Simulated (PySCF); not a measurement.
**Exercise with solution: chemical shift, span and skew from a shielding tensor**

C2H5BN2, SMILES C1B(C=N1)N. Atoms are numbered in the order given.

```xyz
10

N     -0.0323     1.9263     0.0000
B     -0.0226     0.5426     0.0000
C     -1.0464    -0.6491     0.0000
N     -0.1299    -1.5607     0.0000
C      1.0560    -0.6404     0.0000
H      0.8139     2.4815     0.0000
H     -0.8841     2.4725     0.0000
H     -2.1175    -0.9013     0.0000
H      1.6894    -0.7942     0.8898
H      1.6894    -0.7942    -0.8898
```
Charge 0, spin multiplicity 1.

Geometry optimised at PBE0-D3(BJ)/def2-SVP. The structure was generated by enumeration, and PubChem lists no compound with its InChIKey, so it may never have been made. One conformer was computed; it need not be the lowest.

GIAO shieldings from PBE/pcSseg-1 (PySCF), non-relativistic, no solvent. The symmetric part of the tensor of N1 has the principal values 107.0, 193.1, 207.1 ppm. The same nucleus in NH3 has σ = 267.0 ppm at this level (PySCF, at its B3LYP-D3(BJ)/def2-TZVP geometry).

Problem. Work out the isotropic shielding, the ¹⁵N shift against NH3, the span and the skew.

Solution. 
σ(iso) = (σ11 + σ22 + σ33)/3 = 169.1 ppm. δ = σ(ref) − σ(iso) = 267.0 − (169.1) = 97.9 ppm.
Span Ω = σ33 − σ11 = 100.1 ppm. Skew κ = 3(σ(iso) − σ22)/Ω = -0.72. Tumbling in solution averages the tensor to δ; in a static solid the shielding alone would spread this spin-1/2 line over Ω.
